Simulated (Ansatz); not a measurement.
Basis-set series for CH2BClFN (`C=NB(F)Cl`). Total charge 0; spin multiplicity 1. The structure was optimised at the PBE0-D4/def2-TZVP level. It is one conformer, not always the lowest.

```
functional       basis  functions  energy (Eh)  HOMO (eV)  LUMO (eV)
   PBE0-D4  def2-TZVPP        194   -678.77544      -7.94      -1.55
   PBE0-D4  def2-QZVPP        358   -678.80058      -7.96      -1.61
   ωB97M-V  def2-TZVPP        194   -679.07630     -10.21       0.73
   ωB97M-V  def2-QZVPP        358   -679.09997     -10.24       0.61
```

Q: Give the rows for def2-SVP. (Best estimate.)

A: Computed: 
```
functional     basis  functions  energy (Eh)  HOMO (eV)  LUMO (eV)
   PBE0-D4  def2-SVP         84   -678.36639      -7.81      -1.38
   ωB97M-V  def2-SVP         84   -678.66251     -10.06       1.01
```

Positive LUMOs are unbound and depend on the basis.
